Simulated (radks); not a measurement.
Problem. Cd, configuration [Kr] 4d10 5s2. Calculated with a radial shooting solver on a logarithmic mesh with Libxc functionals: scalar-relativistic Kohn-Sham, HCTH/407, spin-polarised, spherical densities, point nucleus. Some entries of the table are withheld. Estimate them.

| orbital | occ. | eigenvalue (hartree) | <1/r> (bohr^-1) |
|---|---|---|---|
| 1s | 2 | -974.4940 | 50.61 |
| 2s | 2 | -144.8893 | 11.52 |
| 2p | 6 | -130.0948 | (1) |
| 3s | 2 | -27.04994 | 4.066 |
| 3p | 6 | -22.18845 | 3.875 |
| 3d | 10 | -14.57453 | 3.650 |
| 4s | 2 | -3.91760 | 1.573 |
| 4p | 6 | (2) | 1.418 |
| 4d | 10 | -0.45143 | 1.062 |
| 5s | 2 | -0.20789 | 0.4411 |
| 5p | 0 | -0.04854 | 0.2764 |

Solution. 
(1) 2p <1/r> (bohr^-1): 11.11
(2) 4p eigenvalue (hartree): -2.48767
